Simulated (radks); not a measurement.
Spherical quantum dot in the effective-mass picture: electrons in a parabolic well V = omega^2 r^2 / 2 with omega = 0.127, all in effective atomic units (hartree* = m*/eps^2 hartree, bohr* = eps/m* bohr), one dielectric constant everywhere. Calculated with a radial shooting solver with Libxc functionals: non-relativistic Kohn-Sham, LDA (Slater exchange, Perdew-Wang correlation), spin-polarised, spherical densities. Levels are named by radial order and angular momentum (1s, 1p, 1d, 2s, ...), and open shells are averaged over m.

N = 26, configuration 1s2 1p6 1d10 2s2 1f(up 6, down 0). This is the lowest configuration that the search found. Occupied and some empty levels:

level    occupation  eigenvalue (hartree*)  <r> (bohr*)
1s up             1                 3.1579        7.442
1s down           1                 3.1665        7.027
1p up             3                 3.1811        8.516
1p down           3                 3.1927        8.340
1d up             5                 3.2125        9.206
1d down           5                 3.2255        9.142
2s up             1                 3.2350        6.825
2s down           1                 3.2409        7.068
1f up             6                 3.2512        9.734
1f down           0                 3.2647        9.728
2p up             0                 3.2856        7.772
2p down           0                 3.2919        7.824
1g up             0                 3.2963        10.17
1g down           0                 3.3100        10.20
2d up             0                 3.3399        8.598
2d down           0                 3.3471        8.587

Energy (hartree*): total 50.2207, kinetic 1.8929, external 17.492, Hartree 34.498, exchange-correlation -3.6628.

Electron density:

r (bohr*)  n(r) (e/bohr*^3)
0.365              0.005539
1.28               0.005203
2.20               0.004603
3.12               0.003948
4.04               0.003479
4.96               0.003364
5.87               0.003625
6.79               0.004119
7.71               0.004563
8.63               0.004623
9.55               0.004074
10.5               0.002993
11.4               0.001756
12.3              0.0007998
13.2              0.0002779
14.1             0.00007317
15.1             0.00001497
16.0              2.296e-06
16.9              2.703e-07
17.8              2.451e-08
